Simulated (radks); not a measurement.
The numbers below are computed, except where a source is named.
Q: All-electron atom: Br in [Ar] 3d10 4s2 4p4 5p1 (not the ground configuration). Level of theory: scalar-relativistic Kohn-Sham, SCAN, spin-unpolarised, spherical densities, finite nucleus; meta-GGA in the generalised Kohn-Sham scheme; Fermi nuclear charge, rms radius 4.1629 fm (a radial shooting solver on a logarithmic mesh with Libxc functionals). Some entries of the table are withheld. Estimate them.

orbital  occ.  eigenvalue (Ry)  <r> (bohr)  r(max) (bohr)
1s          2        -981.9692     0.04275        0.02792
2s          2        -129.0245      0.1893         0.1590
2p          6        -113.6783      0.1655         0.1275
3s          2        -18.51314      0.5501         0.4836
3p          6              (1)      0.5632         0.4812
3d         10         -5.53825      0.5896         0.4324
4s          2         -2.01503       1.642          1.409
4p          4         -1.02682       1.959          1.619
5p          1         -0.08976         (2)          6.983

A: 
(1) 3p eigenvalue (Ry): -13.60529
(2) 5p <r> (bohr): 8.005
